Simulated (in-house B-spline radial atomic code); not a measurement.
B3LYP (VWN-RPA) excitations of S4+

Method: B3LYP (VWN-RPA). Computed with a B-spline radial code for spherical atoms: linear response of the closed shell [Ne] 3s2 with the functional's adiabatic kernel; scalar-relativistic (spin-free one-electron X2C), finite nucleus, no spin-orbit coupling, no double excitations, S, P, D and F terms only.

Command:
```bash
python run_td.py task.json out
```
Settings (radii: box in bohr, nucleus in fm):
```
Z                        16
electrons                12
configuration            [Ne] 3s2
hamiltonian              x2c
method                   b3lyp
box_radius               19.1
rms_radius               3.2611
intervals                72
```

Time taken, with all properties: 0.4 s on 1 thread of Intel(R) Xeon(R) Platinum 8488C (Sapphire Rapids) (shared host).

The lowest states, in the order of their Tamm-Dancoff energies; the method's threshold (minus the highest occupied level) is 67.30 eV. Labels give the largest channel, * marks a mixed state, and oscillator strengths are full-response dipole values. Semilocal kernels can invert the small singlet-triplet splittings of Rydberg terms. Energies in eV:

```
     state  full response  Tamm-Dancoff  oscillator strength
3s → 3p 3P              ?             ?                    -
3s → 3p 1P         15.889        16.505                 1.36
3s → 3d 3D         27.317        27.414                    -
3s → 3d 1D         29.904        29.914                    -
3s → 4s 3S              ?             ?                    -
3s → 4s 1S          39.10         39.13                    -
3s → 4p 3P          42.11         42.12                    -
3s → 4p 1P          42.60         42.64                0.102
3s → 4d 3D          47.79         47.80                    -
3s → 4d 1D          48.06         48.07                    -
3s → 4f 3F          49.35         49.36                    -
3s → 4f 1F          49.61         49.61                    -
3s → 5s 3S          51.46         51.46                    -
3s → 5s 1S          51.84         51.86                    -
3s → 5p 3P          53.22         53.22                    -
3s → 5p 1P          53.40         53.41               0.0418
```

Problem. Where does 3s → 3p 3P lie?

Solution. At 9.709 eV in full response, 10.031 eV in Tamm-Dancoff.

Problem. Where does 3s → 4s 3S lie?

Solution. At 37.87 eV in full response, 37.88 eV in Tamm-Dancoff.

Problem. How large is the singlet-triplet splitting of 3s → 3p (P terms) in Tamm-Dancoff?

Solution. 6.47 eV, from the unrounded values.

Problem. What polarisabilities and dispersion coefficient does the method give?

Solution. Dipole 4.147 bohr³, quadrupole 6.143 bohr⁵, C6 8.005 hartree·bohr⁶ for two such species.
